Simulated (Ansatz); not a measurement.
Stepwise reaction of `[O]=[W](=[O])([Cl])[Cl]` with hydrogen fluoride, as a gas-phase model of exchange steps in deposition or etching. ΔE in kJ/mol; ΔG adds harmonic PBE0-D4 terms to CCSD(T)/CBS, at 1 bar.

Gas-phase electronic energies from Ansatz, PBE0-D4/def2-TZVP geometries. CBS: MP2 limit from def2 TZ/QZ plus the TZ coupled-cluster correction, frozen cores. This one scheme is used for every species. Functionals use def2-TZVPP. B3LYP here is the variant with VWN-RPA as its local correlation; programs differ in this. Elements past krypton have def2 core potentials. For W outer-core shells are correlated without core-valence functions, which leaves a few kJ/mol of doubt a bond.

```
step                                                        reaction  PBE-D4  B3LYP-D4  ωB97M-V  CCSD(T)/CBS  ΔG(500 K)
   2  `[O]=[W](=[O])([F])[Cl]` + H–F → `[O]=[W](=[O])([F])[F]` + HCl    -0.7      -2.5     -4.6          9.4        6.2
```

(1) Give the row of step 1, `[O]=[W](=[O])([Cl])[Cl]` + H–F → `[O]=[W](=[O])([F])[Cl]` + HCl. (Best estimate.)

(2) By hand: ΔE of the 2 steps together at CCSD(T)/CBS.

Answers

(1) Ansatz gave: 
```tsv
step	reaction	PBE-D4	B3LYP-D4	ωB97M-V	CCSD(T)/CBS	ΔG(500 K)
1	`[O]=[W](=[O])([Cl])[Cl]` + H–F → `[O]=[W](=[O])([F])[Cl]` + HCl	0.2	-1.4	-4.1	10.5	1.6
```

(2) (10.5) + (9.4) = 19.9 kJ/mol, or 9.9 kJ/mol a step.

In ΔE the steps differ by no more than 1.1 kJ/mol. All are uphill at CCSD(T)/CBS. ΔG lies between 1.6 and 6.2 kJ/mol a step. PBE-D4 differs from CCSD(T)/CBS by -10.3 to -10.1 kJ/mol a step. Isolated molecules leave out the surface, adducts and barriers. Largest T1 diagnostic: 0.023.
